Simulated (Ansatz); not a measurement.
`[CH3][GeH2][O]C=O` → 2 C• + Ge• + 6 H• + 2 O•  (atomization)

Program: Ansatz. Geometries: PBE0-D4/def2-TZVP. ΔE: electronic, gas phase. CCSD(T)/CBS adds triple-zeta CCSD(T) − MP2 to the extrapolated MP2 energy (def2 sets, frozen cores). This one scheme is used for every species, atoms too. DFT in def2-TZVPP. No spin–orbit coupling; open shells (•) take unrestricted orbitals. Spin–orbit coupling would lower the free atoms: a little for C, O; clearly for Ge. For Ge outer-core shells are correlated without core-valence functions, so the limit isn't a true one: a few kJ/mol of doubt a bond, and 10 to 20 or more in all where bonds break to atoms. Scalar relativity is left out up to krypton. Each species was taken in one conformer, which may not be the lowest.

| species | PBE energy (Eh) |
| --- | --- |
| `[CH3][GeH2][O]C=O` | -2306.82573 |
| C• | -37.79597 |
| Ge• | -2076.60177 |
| H• | -0.49962 |
| O• | -75.00967 |

Work out ΔE.

ΔE = 6 × (-0.49962) + 2 × (-37.79597) + 2 × (-75.00967) + (-2076.60177) − (-2306.82573) = 1.61496 Eh = +4240.1 kJ/mol. CCSD(T)/CBS gives +4174.5 kJ/mol.

Largest T1 diagnostic among the species: 0.014.

From PBE to PBE0 (25 % exact exchange), in def2-TZVPP and without D4, ΔE moves by −98.8 kJ/mol: exact exchange takes away binding that semilocal exchange gives to molecules. Leaving LDA and LC-ωPBE aside and taking each functional with its dispersion term where it has one, the values, not all of them listed here, spread over 256.3 kJ/mol, from BHLYP-D4 to PBE-D4. LDA lies +584.6 kJ/mol from PBE without D4, its usual overbinding.

For atomizations the MP2-based limit and the directly extrapolated one differ by several kJ/mol either way, and by 10 to 25 for some Ge, Se and Sn compounds, so smaller differences from it don't rank the levels.
